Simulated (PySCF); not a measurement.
Computed spin Hamiltonian

Species: C5H9Si (doublet state).
SMILES with atom numbers: `[CH3:1][Si@H:2]1[CH:3][CH2:4][CH:5]=[CH:6]1` (hydrogens: H7, H8, H9 on C1; H10 on Si2; H11 on C3; H12, H13 on C4; H14 on C5; H15 on C6)

Geometry (GFN2-xTB, Å), atoms numbered from 1 in this order:
```xyz
15
C5H9Si angstrom
C      2.361    0.018    0.358
Si     0.758   -0.106   -0.664
C     -0.528   -1.266   -0.008
C     -1.794   -0.563    0.300
C     -1.621    0.903    0.037
C     -0.449    1.321   -0.426
H      2.925   -0.907    0.294
H      2.160    0.216    1.406
H      2.995    0.816   -0.017
H      1.125   -0.315   -2.078
H     -0.488   -2.332    0.139
H     -2.620   -0.960   -0.307
H     -2.098   -0.731    1.342
H     -2.464    1.552    0.239
H     -0.267    2.362   -0.636
```

Computed with PySCF, UKS B3LYP, pcH-1 on C H Si, non-relativistic, mean-field spin-orbit, GIAO. Isolated species at its GFN2-xTB geometry, gas phase. Couplings are sensitive to structure, and on GFN2-xTB geometries they can be far from those on DFT ones. No stability test was run, so a lower SCF solution isn't excluded.

```
g1, g2, g3        : 2.00222, 2.00262, 2.00297
g_iso             : 2.00261
Form of g         : rhombic: the two nearest values differ by 46 % of g3 − g1
⟨S²⟩              : 0.7536 (exact 0.7500)
α and β electrons : 27, 26
Basis functions   : 250
```

Isotropic coupling and dipolar principal values T1 to T3, in 10⁻⁴ cm⁻¹; ρ(0) is the spin density at the nucleus (1 × 10⁻⁴ cm⁻¹ = 2.998 MHz):

| atom | isotope | a_iso | of which spin–orbit | T1 | T2 | T3 | Mulliken spin population | ρ(0) (bohr⁻³) |
| --- | --- | --- | --- | --- | --- | --- | --- | --- |
| C1 | 13C | 9.4 | 0.0 | -0.9 | -0.8 | 1.7 | 0.02 | 0.0251 |
| Si2 | 29Si | 14.8 | 0.0 | -0.8 | -0.4 | 1.1 | -0.01 | -0.0501 |
| C3 | 13C | 26.5 | 0.0 | -25.1 | -24.8 | 49.9 | 1.00 | 0.0709 |
| C4 | 13C | -9.9 | 0.0 | -0.9 | 0.3 | 0.6 | -0.08 | -0.0265 |
| C5 | 13C | 0.5 | 0.0 | -0.8 | 0.1 | 0.7 | 0.02 | 0.0013 |
| C6 | 13C | -1.1 | 0.0 | -0.7 | -0.1 | 0.7 | -0.01 | -0.0029 |
| H7 | 1H | -0.6 | 0.0 | -0.8 | -0.4 | 1.2 | 0.00 | -0.0004 |
| H8 | 1H | -0.6 | 0.0 | -1.0 | -0.4 | 1.4 | 0.00 | -0.0004 |
| H9 | 1H | 1.6 | 0.0 | -0.6 | -0.4 | 1.0 | 0.00 | 0.0010 |
| H10 | 1H | 18.7 | 0.0 | -1.1 | -0.6 | 1.7 | 0.03 | 0.0125 |
| H11 | 1H | -18.9 | 0.0 | -12.0 | -0.2 | 12.2 | -0.04 | -0.0127 |
| H12 | 1H | 33.7 | 0.0 | -1.8 | -1.1 | 2.9 | 0.04 | 0.0226 |
| H13 | 1H | 30.9 | 0.0 | -1.7 | -1.2 | 2.9 | 0.04 | 0.0207 |
| H14 | 1H | -1.0 | 0.0 | -0.8 | -0.5 | 1.2 | 0.00 | -0.0007 |
| H15 | 1H | -0.2 | 0.0 | -0.4 | -0.3 | 0.8 | 0.00 | -0.0001 |

The Mulliken spin populations are largest on C3 (+1.00) and C4 (-0.08). No atom but C3 exceeds +0.15. The positive populations add up to 1.15 and the negative ones to -0.15, together 2S = 1. The angles at C3 add up to 360.0°, so it is planar; its axial dipolar tensor and the negative coupling of its proton fit spin in a p orbital normal to that plane.

Axes: g2 points within 4° of the C3–C4 bond.

Under fast tumbling the dipolar parts average out, and these isotropic splittings remain: 1 × 1H (H12, I = 1/2, 2 lines) with 3.61 mT, 1 × 1H (H13, I = 1/2, 2 lines) with 3.30 mT, 1 × 1H (H11, I = 1/2, 2 lines) with 2.02 mT, 1 × 1H (H10, I = 1/2, 2 lines) with 2.00 mT and 1 × 1H (H14, I = 1/2, 2 lines) with 0.10 mT.

The 13C coupling of C3 (79.6 MHz) shows only in satellite lines or after enrichment, since that isotope makes up about 1.07 % of natural carbon.

The 29Si coupling of Si2 (44.5 MHz) shows only in satellite lines or after enrichment, since that isotope makes up about 4.7 % of natural silicon.

Examples of negative spin density at the nucleus (bohr⁻³): Si2 (-0.0501), C4 (-0.0265) and H11 (-0.0127).

The run took 55 s (grids of density and orbitals included) on one thread, Arm Neoverse V1 (aarch64), on a shared host, and the process peaked at 0.97 GiB of memory.
